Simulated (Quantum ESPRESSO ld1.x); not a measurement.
The mercury ion Hg64+, configuration [Ne] 3s2 3p4.

All-electron calculation, Dirac Kohn-Sham, PBE, spin-unpolarised, spherical densities, point nucleus; open shells are shared between the two j in proportion to 2j + 1. Program: ld1.x of Quantum ESPRESSO 7.5.

Energy parts (eV):
part                   energy
total                 -406493
kinetic                484989
electron-nucleus      -925453
Hartree                 39027
exchange-correlation    -5057

Orbitals (lengths in bohr, moments of r in powers of bohr):
orbital     occ.  eigenvalue (eV)      <r>  <1/r>
1s1/2          2         -88337.0  0.01658  97.70
2s1/2          2         -19800.1  0.06853  24.31
2p1/2          2         -19260.4  0.05632  24.19
2p3/2          4         -17271.6  0.06472  19.62
3s1/2          2         -7879.80   0.1675  9.658
3p1/2    1.33333         -7678.81   0.1570  9.567
3p3/2    2.66667         -7153.16   0.1696  8.325

The highest occupied level is 3p3/2 at -7153.2 eV. Summed over all electrons, <r^2> = 0.2316 bohr^2, which gives a Langevin (diamagnetic) susceptibility term of -0.183 x 10^-6 cm^3/mol. The density falls to 0.001 e/bohr^3 at r = 0.52 bohr.
